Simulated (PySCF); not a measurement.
Structure revision by computed shifts

A compound C₅H₁₁ClO₃Si gives the data below (simulated from a calculation) and was assigned the structure `CO[C@@H](C)[Si@H](Cl)OC(C)=O`.

¹³C{¹H} NMR (computed): δ 186.8 (C), 77.1 (CH), 59.9 (CH3), 51.8 (CH3), 14.2 (CH3).

¹H NMR (400 MHz, computed): δ 4.91 (d, 1H), 3.97 (s, 3H), 3.58 (s, 3H), 3.41 (m, 1H), 1.49 (d, 3H).

Rapidly exchanging positions averaged, single conformer, gas phase, no relativistic terms. Geometry: GFN2-xTB; σ from GIAO-PBE0/pcSseg-1; PySCF 2.14.

δ = σ(ref) − σ, references computed at the same level: TMS for ¹H and ¹³C.

(1) Compare with the shifts computed for the proposed structure, pairing carbons in order of shift.

(2) Which isomer fits?

Answers

(1) Numbering as in the mapped SMILES `[CH3:1][O:2][C@@H:3]([CH3:4])[Si@H:5]([Cl:6])[O:7][C:8]([CH3:9])=[O:10]`. Hydrogens are named by the atom that carries them.

```
atom  computed for proposal  given list  difference
  C8                  176.0       186.8       -10.8
  C3                   77.4        77.1        +0.3
  C1                   59.8        59.9        -0.1
  C9                   24.6        51.8       -27.2
  C4                   14.7        14.2        +0.5
```

The rms difference is 13.1 ppm and the largest -27.2 ppm at C9 (methyl carbon α to a carbonyl). The proposal doesn't fit.

(2) SMILES COC(=O)[Si@@H](Cl)[C@@H](C)OC.

- Carbon types of the structure: 1 × C, 1 × CH, 3 × CH3, leaving 1 H on heteroatoms.
- δC 186.8: carbonyl carbon.
- δC 77.1: sp3 CH bonded to O and Si; the inductive effect lowers its shielding.
- δH 3.97, 3.58: hydrogen on a methyl carbon bonded to O; its carbon carries O, an electronegative neighbour.
- δH 3.41: hydrogen on an sp3 CH bonded to O and Si; its carbon carries O, hence the downfield position.

The data come from this structure; uniqueness wasn't tested.

Shifts are as computed. Against solution values, carbons near 30 ppm lie about +3 ppm off and those near 130 ppm about +5 ppm. Of 1211 compounds with measured shifts, 218 miss one by over three times the rms of a fit or turn the order of signals round; such compounds aren't used in these exercises. Multiplicities follow the n + 1 count of equivalent neighbours, as no J values were calculated; m marks all less simple cases, F and P coupling included.
